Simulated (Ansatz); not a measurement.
(NaF)3 ring (Na₃F₃). The state is a triplet with charge 0. Geometry PBE-D4/def2-SVP, that of the neutral singlet; atoms count from 1.

| atom | x (Å) | y (Å) | z (Å) |
| --- | --- | --- | --- |
| Na1 | 0.317 | 1.299 | -1.496 |
| F2 | 0.921 | -0.630 | -1.738 |
| Na3 | 0.578 | -1.912 | -0.193 |
| F4 | -0.326 | -1.337 | 1.540 |
| Na5 | -0.894 | 0.613 | 1.688 |
| F6 | -0.595 | 1.968 | 0.198 |

At PBE0-D4/def2-TZVP a singlet of charge 0 lies 6.63 eV below the triplet at the same geometry.

Q: Estimate the Mulliken populations from the PBE0/def2-TZVP orbitals of Ansatz.

A: 
```
atom  charge (e)  spin (α − β)
 Na1        0.51          0.33
  F2       -0.51          0.34
 Na3        0.51          0.33
  F4       -0.51          0.34
 Na5        0.52          0.31
  F6       -0.51          0.34
```
Mulliken values depend strongly on the basis.

Q: Where does the spin sit?

A: Summed by element: Na 0.98, F 1.02, of 2 unpaired in all. Largest on single atoms: F2 0.34, F6 0.34, F4 0.34.
